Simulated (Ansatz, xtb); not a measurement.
Relative energy of two isomers of C3H10B2N2

Structure X is `BNBNCC=C`, a singlet and structure Y is `BNBNC1CC1`, a singlet. Both are isolated molecules in the gas phase, relaxed with B3LYP/def2-SVP, each in the lowest conformer that the search found.

Quicker runs give these differences E(Y) − E(X): GFN2-xTB −27.3 kJ/mol; HF/STO-3G −26.7 kJ/mol (at GFN2-xTB geometries); r2SCAN-D4/def2-SVP +7.6 kJ/mol (at GFN2-xTB geometries).

Estimate E(Y) − E(X) at the level CCSD(T)/def2-SVP + ΔMP2/def2-TZVPP.

Calculated at CCSD(T)/def2-SVP + ΔMP2/def2-TZVPP: E(Y) − E(X) = +20.5 kJ/mol, so structure X lies lower.

Level by level:

```tsv
level	geometry	E(Y) − E(X) (kJ/mol)	departure from the last row (kJ/mol)	job, with rough time for the two
GFN2-xTB	GFN2-xTB	−27.3	−47.9	optimisation, 0.48 s
HF/STO-3G	GFN2-xTB	−26.7	−47.2	single point, 0.4 s
r2SCAN-D4/def2-SVP	GFN2-xTB	+7.6	−13.0	single point, 4.5 s
B3LYP/def2-SVP	B3LYP/def2-SVP	+20.7	+0.1	optimisation, 80 s
HF/def2-SVP	B3LYP/def2-SVP	+23.8	+3.3	part of the CCSD(T) run
MP2/def2-SVP	B3LYP/def2-SVP	+1.6	−18.9	part of the CCSD(T) run
CCSD(T)/def2-SVP	B3LYP/def2-SVP	+14.5	−6.0	single point
CCSD(T)/def2-SVP + ΔMP2/def2-TZVPP	B3LYP/def2-SVP	+20.5		single point, 95 s
```

As drawn, Y has 2 C–C in place of 1 C=C. Structure X has no ring, Y a 3-membered ring.

GFN2-xTB, HF/STO-3G put the two in the other order. MP2/def2-SVP finds them nearly level. The largest departure from CCSD(T)/def2-SVP + ΔMP2/def2-TZVPP is that of GFN2-xTB, 47.9 kJ/mol. The last row adds to CCSD(T) the change of the MP2 difference between the two basis sets, here +6.0 kJ/mol.

With thermal terms from frequencies at re-optimised GFN2-xTB minima (ideal gas, soft modes damped towards free rotors, one conformer each, 298.15 K, 1 atm): the zero-point term adds +4.3 kJ/mol; ΔH is +23.0 and ΔG +27.6 kJ/mol.

The correlated steps freeze 7 core orbitals. Programs: Ansatz 0.2.0, xtb 6.7.1; the last row on 4 threads of Arm Neoverse V1 on a shared host.
